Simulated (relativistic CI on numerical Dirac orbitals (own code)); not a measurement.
Computed by Dirac-Coulomb-Breit CI, orbitals from a KLI potential per configuration, model QED, valence Slater integrals scaled by 0.85, P86 correlation energy added to each configuration (own radial code, finite nucleus).

Configuration list (outside the closed core 1s2): 2s2.2p5, 2s.2p6, 2s2.2p4.3s, 2s2.2p4.3p, 2s2.2p4.3d, 2s2.2p4.4s, 2p6.3s, 2s2.2p4.4p, 2s.2p5.3s, 2s2.2p4.4d, 2s2.2p4.4f, 2p6.3p, 2s2.2p4.5s, 2s2.2p4.5p, 2s2.2p4.5d, 2s.2p5.3p, 2s2.2p4.5f, 2s2.2p4.5g, 2p6.3d, 2s2.2p3.3s2, 2s2.2p3.3s.3p, 2s.2p5.3d, 2s2.2p3.3p2, 2s2.2p3.3s.3d, 2s.2p5.4s, 2s2.2p3.3p.3d, 2s.2p5.4p, 2s.2p5.4d, 2s.2p4.3s2, 2s.2p5.4f, 2s2.2p3.3d2, 2s.2p5.5s, 2s.2p5.5p. Levels of other configurations are missing.

At this charge configurations can still be misplaced by up to about 7 % of their energy. 27 of the 30 excited levels that our extract of the measured tables holds in this range could be paired (the sources list more); they are missed by 2858 cm⁻¹ on average and 17830 at most, and levels without a partner can miss by more.

Outline of the computed level scheme of Al V. Lowest level of each configuration: 2s2.2p5 2P°_3/2 at 0.000 eV; 2s.2p6 2S_1/2 at 46.698 eV; 2s2.2p4.3s 4P_5/2 at 93.538 eV; 2s2.2p4.3p 4P°_5/2 at 101.873 eV; 2s2.2p4.3d 4D_7/2 at 113.388 eV.

Some strong electric-dipole decays among the lowest 45 levels: 2s2.2p4.3s 2P_3/2 → 2s2.2p5 2P°_3/2 (4.3e+10 s⁻¹); 2s2.2p4.3s 2P_1/2 → 2s2.2p5 2P°_1/2 (3.3e+10 s⁻¹); 2s.2p6 2S_1/2 → 2s2.2p5 2P°_3/2 (2.1e+10 s⁻¹); 2s2.2p4.3s 2D_5/2 → 2s2.2p5 2P°_3/2 (2.0e+10 s⁻¹); 2s2.2p4.3s 2P_1/2 → 2s2.2p5 2P°_3/2 (1.8e+10 s⁻¹); 2s2.2p4.3s 2D_3/2 → 2s2.2p5 2P°_1/2 (1.7e+10 s⁻¹); 2s2.2p4.3s 2S_1/2 → 2s2.2p5 2P°_3/2 (1.2e+10 s⁻¹); 2s.2p6 2S_1/2 → 2s2.2p5 2P°_1/2 (1.0e+10 s⁻¹).

LS names give the leading component of a level, which can be under half, so a name can repeat, a term be missing and a line seem to break the LS rules.
